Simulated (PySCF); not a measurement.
Predicted microwave data (PBE0-D3(BJ)/def2-SVP geometry optimisation, gas phase (PySCF 2.14.0)) for one isomer of C3H7NSi:

- Rotational constants: A = 12139, B = 2309, C = 2307 MHz
- Dipole components: |μa| = 0.80 D, |μb| = 0.97 D, |μc| = 0.00 D
- Inertial defect: -41.38 u·Å²
- κ: -1.00

Problem. Which structure is it? (One computed conformer of each.)
A. `[CH:1]#[C:2][Si@@H:3]([CH3:4])[NH2:5]` with C2–Si3–N5–H -174° and 46°
B. `[CH3:1][C:2]#[C:3][SiH2:4][NH2:5]` with C3–Si4–N5–H -68° and 69°
C. `[CH2:1]=[N:2][SiH:3]1[CH2:4][CH2:5]1` with C1–N2–Si3–C4 153°
D. `[H]/[N:1]=[CH:2]\[C@@H:3]1[CH2:4][SiH2:5]1` with N1–C2–C3–C4 -152°

Solution. C. It is C=N[SiH]1CC1, point group Cs. The candidates at the same level (rigid rotor, commonest isotopes):

```csv
SMILES,A (MHz),B (MHz),C (MHz),μa (D),μb (D),μc (D),Δ (u·Å²),point group,rotor
C=N[SiH]1CC1,12139,2309,2307,0.80,0.97,0.00,-41.38,Cs,–
CC#C[SiH2]N,13952,1500,1400,1.55,1.70,0.01,-12.04,–,near-prolate asymmetric top
[H]/N=C\[C@@H]1C[SiH2]1,9725,2332,2102,2.83,0.42,0.97,-28.21,C1,near-prolate asymmetric top
C#C[Si@@H](C)N,5744,2774,2084,0.65,0.68,0.11,-27.67,C1,asymmetric top
```

`[H]/N=C\[C@@H]1C[SiH2]1` has A 20 % too low; `CC#C[SiH2]N` has C 39 % too low; `C#C[Si@@H](C)N` has A 53 % too low. In the right answer the mirror of this Cs structure is the ab plane, so μc vanishes by symmetry (the 0.03 D computed is a residue). No structure here is proved a minimum.
